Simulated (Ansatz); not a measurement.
Calculated with Ansatz (gas phase, PBE0-D4/def2-TZVP geometries, no zero-point term in ΔE). CBS: MP2 limit from def2 TZ/QZ plus the TZ coupled-cluster correction, frozen cores. This one scheme is used for every species. Functionals use def2-TZVPP. HSE06 is defined as in plane-wave codes. Each species was taken in one conformer, which may not be the lowest.

Consider the ligand exchange at a B–O bond: `COB(F)OC` + `O[SiH3]` → `COB(F)O[SiH3]` + CH₃OH.

```tsv
level	ΔE (kJ/mol)
r2SCAN-D4	-0.8
r2SCAN0-D4	-1.9
CAM-B3LYP-D4	-1.4
r2SCANh	-0.9
HSE06	-1.1
CAM-B3LYP	-0.4
LC-ωPBE	-0.5
HF/def2-QZVPP	-6.3
```

Question: What does CCSD(T)/CBS give? (Best estimate.)

Answer: The calculation gave: -2.3 kJ/mol. The listed levels differ from it by 1.5, 0.4, 0.9, 1.4, 1.2, 1.9, 1.8, -4.0 kJ/mol.

Question: What do rigid-rotor, harmonic-oscillator terms from PBE0-D4/def2-TZVP frequencies (298.15 K, 1 bar) make of the CCSD(T)/CBS value? (Best estimate.)

Answer: Computed: ΔZPE = +1.0 kJ/mol, ΔH = -1.0 kJ/mol, ΔS = -3 J/(mol·K), ΔG = 0.0 kJ/mol. Modes under 50 cm⁻¹ make the entropy rough.

Largest T1 diagnostic among the species: 0.012.

Leaving LDA and LC-ωPBE aside and taking each functional with its dispersion term where it has one, the values, not all of them listed here, spread over 3.9 kJ/mol, from BHLYP-D4 to PBE-D4. LDA lies +3.1 kJ/mol from PBE without D4. In def2-TZVPP, CCSD(T) changes the Hartree–Fock value by +3.9 kJ/mol (the triples alone add +0.7 kJ/mol) and MP2 by +5.0 kJ/mol.
